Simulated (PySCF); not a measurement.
Excitations are Tamm–Dancoff values on a coarser integration grid. The basis has no diffuse functions, so Rydberg states are missing or too high.

**F$_{4}$Ge, SMILES `[F][Ge]([F])([F])[F]` (charge 0, multiplicity 1)**

The numbers are results of PBE-D3(BJ)/def2-TZVP (PySCF), not measurements.

```json
{
 "HOMO": "-10.46 eV",
 "dipole_moment": "0.00 D",
 "HOMO–LUMO gap": "7.16 eV",
 "LUMO": "-3.30 eV",
 "S1 excitation (TDA)": "7.32 eV",
 "S1 oscillator strength": "0.000",
 "total_energy": "-2476.0267 Ha",
 "cost": "very roughly 2.5 core-minutes"
}
```

Bonded distances (Å): F1–Ge2 1.716, Ge2–F3 1.716, Ge2–F4 1.716, Ge2–F5 1.716. Angles (°): F1–Ge2–F3 109.5, F1–Ge2–F4 109.5, F1–Ge2–F5 109.5, F3–Ge2–F4 109.5, F3–Ge2–F5 109.5, F4–Ge2–F5 109.5.
Charge 0, spin multiplicity 1.
